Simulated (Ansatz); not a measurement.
Reaction (redistribution): `C=CN[SiH2]C` + `C[SiH](Cl)[GeH3]` → `C[SiH2][SiH](C)Cl` + `C=C[NH][GeH3]`

Calculated with Ansatz (gas phase, PBE0-D4/def2-TZVP geometries, no zero-point term in ΔE). CBS: MP2 limit from def2 TZ/QZ plus the TZ coupled-cluster correction, frozen cores. DFT in def2-TZVPP. For Ge outer-core shells are correlated without core-valence functions, which leaves a few kJ/mol of doubt a bond. Scalar relativity is left out up to krypton. Each species was taken in one conformer, which may not be the lowest.

`C=CN[SiH2]C`:

```xyz
14

C     0.584    2.312    1.629
C     0.640    1.505    0.570
N     0.042    0.266    0.443
Si    0.338   -0.877   -0.826
C    -1.170   -1.948   -1.043
H     1.073    3.275    1.604
H     0.052    2.038    2.533
H     1.188    1.817   -0.316
H    -0.470   -0.029    1.261
H     1.516   -1.752   -0.551
H     0.648   -0.075   -2.039
H    -2.042   -1.351   -1.318
H    -1.401   -2.490   -0.122
H    -0.999   -2.691   -1.826
```

`C[SiH](Cl)[GeH3]`:

Cartesian coordinates in Å:
```
C 0.330 -0.514 -1.649
Si -0.786 -0.171 -0.198
Cl -2.084 1.362 -0.697
Ge 0.416 0.499 1.743
H 0.933 0.363 -1.892
H -0.259 -0.784 -2.528
H 1.003 -1.343 -1.415
H -1.629 -1.358 0.102
H 1.384 -0.615 2.184
H 1.238 1.763 1.445
H -0.545 0.796 2.904
```

`C[SiH2][SiH](C)Cl`:

Z-matrix (Å, degrees):
```
C
Si 1 1.874
H 1 1.092 2 110.8
H 1 1.092 2 110.2 3 -119.6
H 1 1.092 2 110.9 3 120.3
Si 2 2.341 1 111.0 3 62.3
H 2 1.492 1 110.8 3 -58.7
H 2 1.491 1 110.7 3 -177.8
Cl 6 2.079 2 106.6 1 52.0
C 6 1.864 2 114.1 1 171.9
H 6 1.489 2 111.2 1 -62.9
H 10 1.094 6 110.0 2 63.2
H 10 1.092 6 110.8 2 -56.6
H 10 1.092 6 110.7 2 -177.1
```

`C=C[NH][GeH3]`:

Z-matrix (Å, degrees):
```
Ge
N 1 1.840
H 1 1.534 2 106.4
H 1 1.543 2 112.4 3 120.4
H 1 1.535 2 106.4 3 -119.7
C 2 1.378 1 123.3 3 165.5
H 2 1.009 1 117.7 3 -40.0
C 6 1.334 2 126.9 1 159.0
H 6 1.088 2 113.8 1 -22.9
H 8 1.085 6 122.0 2 -2.2
H 8 1.081 6 120.2 2 176.9
```

```csv
level,ΔE (kJ/mol)
r2SCAN-D4,67.4
ωB97X-V,63.7
MP2/def2-TZVPP,66.5
MP2/def2-QZVPP,68.5
```

Question: What does CCSD(T)/CBS give? (Estimate.)

Answer: Ansatz gave: +67.3 kJ/mol. The listed levels differ from it by 0.1, -3.6, -0.8, 1.2 kJ/mol.

Largest T1 diagnostic among the species: 0.012.
